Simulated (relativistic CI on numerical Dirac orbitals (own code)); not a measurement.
**Sensitivity of the levels of Co XVII to α and to the nuclear radius**

These numbers are calculated, not measured: Dirac-Coulomb-Breit CI, separate exchange-only KLI orbitals for each configuration, derivatives by finite differences, unscaled Slater integrals, QED left out (own radial code, finite nucleus).

Configurations in the expansion (outside the closed core [Ne]): 3s, 3p, 3d, 4s, 4p, 4d, 4f. Levels of other configurations are missing.

With x = (α/α₀)² − 1 an excitation energy changes as ω = ω₀ + qx; K = 2q/ω₀ is the relative enhancement. Terms are leading LS components, so labels can repeat. The field-shift factor is F = δν/δ⟨r²⟩ for the transition from the lowest level.

Lowest level 3s 2S_1/2.

```csv
Level,ω₀ (cm⁻¹),q (cm⁻¹),K,F (GHz/fm²)
3p 2P°_1/2,296085,7291,0.0492,-21.9
3p 2P°_3/2,321333,33070,0.206,-22
3d 2D_3/2,722288,34410,0.0953,-21.2
3d 2D_5/2,725843,37950,0.105,-21.2
4s 2S_1/2,2076443,21920,0.0211,-11.9
4p 2P°_1/2,2194372,24540,0.0224,-20.3
4p 2P°_3/2,2204231,34610,0.0314,-20.3
4d 2D_3/2,2351674,35080,0.0298,-20
4d 2D_5/2,2353303,36710,0.0312,-20
4f 2F°_5/2,2416465,35930,0.0297,-19.8
4f 2F°_7/2,2417082,36550,0.0302,-19.8
```

At this charge energies of transitions that change n are usually good to better than 1 %, and those within a shell (Δn = 0) to a few per cent.
